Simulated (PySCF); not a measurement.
Atoms are numbered as in `[CH2:1]=[CH:2]/[CH:3]=[CH:4]/[C:5]([CH3:6])([CH3:7])[CH3:8]`; H(Xn) means a hydrogen on atom n. Ha(C1) is cis to C3; Hb(C1) is trans to C3.

GIAO PBE0/pcSseg-1 shifts (PySCF, gas phase, non-relativistic, equivalent atoms averaged), each against references optimised in the same way as the molecule (TMS).

On the GFN2-xTB geometry: C4 155.7, C2 146.6, C3 133.6, C1 121.8, C5 36.1, C6/C7/C8 30.9, H(C2) 6.57, H(C3) 6.18, H(C4) 6.01, Ha(C1) 5.42, Hb(C1) 5.29, H(C6)/H(C7)/H(C8) 1.09 ppm.

Q: What changes on the PBE0-D3(BJ)/def2-SVP geometry?

A: 
```json
{"atoms": "C4", "δ (ppm)": "155.4", "change": "-0.3"}
{"atoms": "C2", "δ (ppm)": "146.1", "change": "-0.5"}
{"atoms": "C3", "δ (ppm)": "133.4", "change": "-0.2"}
{"atoms": "C1", "δ (ppm)": "122.5", "change": "+0.7"}
{"atoms": "C5", "δ (ppm)": "34.2", "change": "-1.9"}
{"atoms": "C6/C7/C8", "δ (ppm)": "30.6", "change": "-0.3"}
{"atoms": "H(C2)", "δ (ppm)": "6.39", "change": "-0.18"}
{"atoms": "H(C3)", "δ (ppm)": "6.03", "change": "-0.15"}
{"atoms": "H(C4)", "δ (ppm)": "5.81", "change": "-0.20"}
{"atoms": "Ha(C1)", "δ (ppm)": "5.35", "change": "-0.07"}
{"atoms": "Hb(C1)", "δ (ppm)": "5.25", "change": "-0.04"}
{"atoms": "H(C6)/H(C7)/H(C8)", "δ (ppm)": "1.03", "change": "-0.06"}
```

Bonds between heavy atoms that differ most (equivalent bonds averaged): C1–C2 1.329 → 1.341 Å, C3–C4 1.332 → 1.343 Å, C2–C3 1.446 → 1.454 Å, C4–C5 1.503 → 1.508 Å. Mean change of bonds to hydrogen: C–H +0.014 Å.
